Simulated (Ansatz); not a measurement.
`[SiH3][Sb]([Cl])[Cl]` + HCl → `[Cl][Sb]([Cl])[Cl]` + SiH₄ at 298.15 K and 1 bar (cleavage of the Sb–Si bond).

Isolated molecules relaxed with PBE0-D4/def2-TZVP in Ansatz; ΔE leaves out vibrations. CBS: MP2 limit from def2 TZ/QZ plus the TZ coupled-cluster correction, frozen cores. This one scheme is used for every species. def2 core potentials past Kr. For Sb outer-core shells are correlated without core-valence functions, which leaves a few kJ/mol of doubt a bond.

| species | CCSD(T)/CBS energy (Eh) | H − E (kJ/mol) | S (J/(mol·K)) |
| --- | --- | --- | --- |
| `[SiH3][Sb]([Cl])[Cl]` | -1450.53004 | 92.8 | 377.8 |
| HCl | -460.38127 | 26.6 | 186.8 |
| `[Cl][Sb]([Cl])[Cl]` | -1619.46986 | 26.9 | 339.2 |
| SiH₄ | -291.46306 | 92.1 | 204.8 |

H − E and S are ideal-gas, rigid-rotor, harmonic terms from PBE0-D4/def2-TZVP. 1 Eh = 2625.50 kJ/mol, R = 8.31446 J/(mol·K).

**Question.** By hand: ΔE, ΔH, ΔS and ΔG.

**Answer.** ΔE = (-1619.46986) + (-291.46306) − (-1450.53004) − (-460.38127) = -0.02161 Eh = -56.7 kJ/mol. Δ(H − E) = 26.9 + 92.1 − 92.8 − 26.6 = -0.4, so ΔH = -57.1 kJ/mol. ΔS = 339.2 + 204.8 − 377.8 − 186.8 = -20.6 J/(mol·K). ΔG = -57.1 − 298.15 × (-20.6)/1000 = -51.0 kJ/mol.

**Question.** By hand: the equilibrium constant, and the temperature at which ΔG would vanish if ΔH and ΔS stayed fixed.

**Answer.** log₁₀ K = −ΔG/(RT ln 10) = 8.9. ΔG = 0 at ΔH/ΔS = 2772 K, far beyond where these terms or the molecules hold.

ΔH outweighs TΔS. A doubt of 5 kJ/mol in ΔE shifts log₁₀ K by 0.9 here. These are equilibria of isolated gas molecules and say nothing of rates. Largest T1 diagnostic: 0.013 (customary marks: 0.02 for closed shells, 0.045 for open ones).
